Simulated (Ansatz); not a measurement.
La₃⁻, relaxed as a quintet with UKS PBE0-D4/def2-TZVPD in Ansatz, starting from the PBE0-D4/def2-TZVPD geometry of the charge -1 singlet. Force threshold 0.02 eV/Å.

In the def2 sets La takes a core potential; there is no spin–orbit coupling. The charge -1 quintet is spin-contaminated (final ⟨S²⟩ up to 6.36, 6.00 for a pure state). The highest occupied level of the charge -1 quintet lies above zero (up to 0.15 eV). The electron is either unbound and held by the finite basis, or the level is raised by self-interaction error. At PBE0-D4/def2-TZVPD a broken-symmetry singlet of charge -1 lies 0.07 eV below the quintet, each at its own geometry. The structure comes from a short search, and lower isomers may exist.

Start:

```
atom    x (Å)    y (Å)    z (Å)
 La1   0.7520  -0.6756   1.6604
 La2  -0.2488   1.9120  -0.2473
 La3  -0.5032  -1.2364  -1.4131
```

(1) Estimate the energy that the relaxation releases and the steps that it takes.

(2) Does the start keep its bonding and symmetry?

(3) Predict the relaxed structure.

## Answers

(1) 3.5 kcal/mol, in 6 steps; 59 s on 4 threads of Intel Xeon on a shared host. No frequencies were taken in this run, so the end may be a saddle point.

(2) By distances, no bond broke or formed. The bond that changes most is La2–La3, from 3.37 to 3.05 Å (atoms count from 1). Point group D3h at the start, C2v at the end, both within 0.05 Å.

(3) 
```xyz
3

La    0.759   -0.530    1.703
La   -0.214    1.642   -0.212
La   -0.545   -1.112   -1.491
```
Bond lengths (bridged metal pairs left out): 3 × La–La 3.05 to 3.50 Å.
